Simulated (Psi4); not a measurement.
C$_{4}$H$_{6}$ClN$_{2}$Pd, charge +1, singlet, geometry from GFN2-xTB (such geometries of metal compounds can be far from the true shape) (the multiplicity is a formal guess) (core potentials on Pd); SVWN/def2-SVP (Psi4).

Psi4 was given this input:
```
memory 2 GB

molecule {
1 1
Pd   -0.35637324    0.01987576    0.12555418
Cl    1.70157818   -0.08856845   -0.59531569
C     0.91244756   -2.41756458    3.64946867
C     0.47059379   -1.64451613    2.55105356
N     0.10048793   -1.01478026    1.65948693
H     1.35811432   -1.76683907    4.40358317
H     1.66151121   -3.13512869    3.31009091
H     0.07403315   -2.95776244    4.09176749
C    -1.33507777    2.43348223   -3.50559061
C    -1.06675793    1.67400875   -2.34345676
N    -0.85896022    1.05539646   -1.39344341
H    -0.60302534    2.18597443   -4.27633716
H    -1.26632658    3.49827300   -3.27718291
H    -2.33589425    2.21008696   -3.87820079
}

set {
  basis def2-svp
  scf_type cd
}

energy('svwn')
print_variables()
```

It wrote (shortened):

```
   => Loading Basis Set <=

    Name: DEF2-SVP
    Role: ORBITAL
    Keyword: BASIS

    !!!  WARNING: ECP capability is in beta. Please check occupations closely.  !!!

         ---------------------------------------------------------
                                   SCF
               by Justin Turney, Rob Parrish, Andy Simmonett
                          and Daniel G. A. Smith
                              RKS Reference
         ---------------------------------------------------------

  ==> Geometry <==

    Molecular point group: c1
    Full point group: C1

    Geometry (in Angstrom), charge = 1, multiplicity = 1:

       Center              X                  Y                   Z               Mass
    ------------   -----------------  -----------------  -----------------  -----------------
         PD          -0.346478939352     0.019174516801     0.121970522098   105.903480400000
         CL           1.711472480648    -0.089269693199    -0.598899347902    34.968852682000
         C            0.922341860648    -2.418265823199     3.645885012098    12.000000000000
         C            0.480488090648    -1.645217373199     2.547469902098    12.000000000000
         N            0.110382230648    -1.015481503199     1.655903272098    14.003074004430
         H            1.368008620648    -1.767540313199     4.399999512098     1.007825032230
         H            1.671405510648    -3.135829933199     3.306507252098     1.007825032230
         H            0.083927450648    -2.958463683199     4.088183832098     1.007825032230
         C           -1.325183469352     2.432780986801    -3.509174267902    12.000000000000
         C           -1.056863629352     1.673307506801    -2.347040417902    12.000000000000
         N           -0.849065919352     1.054695216801    -1.397027067902    14.003074004430
         H           -0.593131039352     2.185273186801    -4.279920817902     1.007825032230
         H           -1.256432279352     3.497571756801    -3.280766567902     1.007825032230
         H           -2.325999949352     2.209385716801    -3.881784447902     1.007825032230

  Running in c1 symmetry.

  Rotational constants: A =      0.11726  B =      0.01777  C =      0.01552 [cm^-1]
  Rotational constants: A =   3515.23728  B =    532.58553  C =    465.22593 [MHz]
  Nuclear repulsion =  482.790016951045345

  Charge       = 1
  Multiplicity = 1
  Electrons    = 78
  Nalpha       = 39
  Nbeta        = 39

  ==> Algorithm <==

[...]
    Nuclear Scheme         =       TREUTLER

    Blocking Scheme        =         OCTREE
    BS radius alpha        =              1
    Pruning alpha          =              1
    Radial Points          =             75
    Spherical Points       =            302
    Total Points           =         301626
    Total Blocks           =           2319
    Max Points             =            256
    Max Functions          =            129
    Weights Tolerance      =       1.00E-15

  ==> Integral Setup <==

Traceback (most recent call last):
  File "psi4", line 375, in <module>
  File "<string>", line 35, in <module>
  File "site-packages/psi4/driver/driver.py", line 533, in energy
  File "site-packages/psi4/driver/procrouting/proc.py", line 2760, in run_scf
  File "site-packages/psi4/driver/procrouting/proc.py", line 2047, in scf_helper
  File "site-packages/psi4/driver/procrouting/scf_proc/scf_iterator.py", line 82, in scf_compute_energy
  File "site-packages/psi4/driver/procrouting/scf_proc/scf_iterator.py", line 200, in scf_initialize
  File "site-packages/psi4/driver/procrouting/scf_proc/scf_iterator.py", line 128, in initialize_jk

RuntimeError:
Fatal Error: Not enough memory for CD.
The most recent 5 function calls were:

psi::PsiException::PsiException(std::__cxx11::basic_string<char, std::char_traits<char>, std::allocator<char> >, char const*, int)
psi::DiskDFJK::preiterations()

Printing out the relevant lines from the Psithon --> Python processed input file:
    H    -2.33589425    2.21008696   -3.87820079
    """)
    core.IO.set_default_namespace("")
    core.set_global_option("BASIS", "def2-svp")
    core.set_global_option("SCF_TYPE", "cd")
--> energy('svwn')
    print_variables()

!----------------------------------------------------------------------------------!
!                                                                                  !
! Fatal Error: Not enough memory for CD.                                           !
! The most recent 5 function calls were:                                           !
! psi::PsiException::PsiException(std::__cxx11::basic_string<char,                 !
!     std::char_traits<char>, std::allocator<char> >, char const*, int)            !
! psi::DiskDFJK::preiterations()                                                   !
!                                                                                  !
!----------------------------------------------------------------------------------!
```

The input was rejected before any calculation.
